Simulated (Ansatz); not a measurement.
Perylene (C₂₀H₁₂). Total charge 0; singlet. Geometry PBE-D4/def2-SVP; atoms count from 1.

| atom | x (Å) | y (Å) | z (Å) |
| --- | --- | --- | --- |
| C1 | -0.5372 | 1.0725 | 3.5873 |
| C2 | -0.4948 | 2.3124 | 2.9688 |
| C3 | -0.3023 | 2.4074 | 1.5617 |
| C4 | -0.2569 | 3.6746 | 0.9151 |
| C5 | -0.0689 | 3.7543 | -0.4561 |
| C6 | 0.0789 | 2.5792 | -1.2225 |
| C7 | 0.0426 | 1.3043 | -0.6402 |
| C8 | 0.1967 | 0.0741 | -1.4382 |
| C9 | 0.3878 | 0.1063 | -2.8269 |
| C10 | 0.5356 | -1.0725 | -3.5875 |
| C11 | 0.4944 | -2.3124 | -2.9689 |
| C12 | 0.3026 | -2.4074 | -1.5617 |
| C13 | 0.2583 | -3.6745 | -0.9149 |
| C14 | 0.0707 | -3.7542 | 0.4563 |
| C15 | -0.0780 | -2.5792 | 1.2226 |
| C16 | -0.0427 | -1.3043 | 0.6402 |
| C17 | -0.1976 | -0.0741 | 1.4381 |
| C18 | -0.3898 | -0.1063 | 2.8266 |
| C19 | -0.1513 | 1.2031 | 0.7804 |
| C20 | 0.1511 | -1.2031 | -0.7805 |
| H21 | -0.6861 | 0.9989 | 4.6752 |
| H22 | -0.6085 | 3.2390 | 3.5522 |
| H23 | -0.3734 | 4.5848 | 1.5233 |
| H24 | -0.0336 | 4.7340 | -0.9562 |
| H25 | 0.2261 | 2.6824 | -2.3060 |
| H26 | 0.4259 | 1.0701 | -3.3522 |
| H27 | 0.6836 | -0.9990 | -4.6755 |
| H28 | 0.6086 | -3.2390 | -3.5522 |
| H29 | 0.3755 | -4.5847 | -1.5230 |
| H30 | 0.0363 | -4.7339 | 0.9565 |
| H31 | -0.2248 | -2.6823 | 2.3062 |
| H32 | -0.4289 | -1.0702 | 3.3518 |

Single mean-field runs in def2-TZVP are fitted with def2-universal-jkfit.

Q: Estimate the Mulliken populations of the heavy atoms from the PBE0/def2-TZVP orbitals of Ansatz.

A: 
| atom | charge (e) |
| --- | --- |
| C1 | -0.11 |
| C2 | -0.22 |
| C3 | 0.19 |
| C4 | -0.22 |
| C5 | -0.11 |
| C6 | -0.20 |
| C7 | 0.11 |
| C8 | 0.11 |
| C9 | -0.20 |
| C10 | -0.11 |
| C11 | -0.22 |
| C12 | 0.19 |
| C13 | -0.22 |
| C14 | -0.11 |
| C15 | -0.20 |
| C16 | 0.11 |
| C17 | 0.11 |
| C18 | -0.20 |
| C19 | 0.00 |
| C20 | 0.00 |
Mulliken values depend strongly on the basis.

Q: And the Mayer bond orders between heavy atoms (over 0.3)?

A: C1–C2 1.49 (1.39 Å); C1–C18 1.32 (1.41 Å); C2–C3 1.22 (1.42 Å); C3–C4 1.22 (1.42 Å); C3–C19 1.27 (1.44 Å); C4–C5 1.49 (1.39 Å); C5–C6 1.32 (1.41 Å); C6–C7 1.45 (1.40 Å); C7–C8 1.01 (1.47 Å); C7–C19 1.23 (1.44 Å); C8–C9 1.45 (1.40 Å); C8–C20 1.23 (1.44 Å); C9–C10 1.32 (1.41 Å); C10–C11 1.49 (1.39 Å); C11–C12 1.22 (1.42 Å); C12–C13 1.22 (1.42 Å); C12–C20 1.27 (1.44 Å); C13–C14 1.49 (1.39 Å); C14–C15 1.32 (1.41 Å); C15–C16 1.45 (1.40 Å); C16–C17 1.01 (1.47 Å); C16–C20 1.23 (1.44 Å); C17–C18 1.45 (1.40 Å); C17–C19 1.23 (1.44 Å).
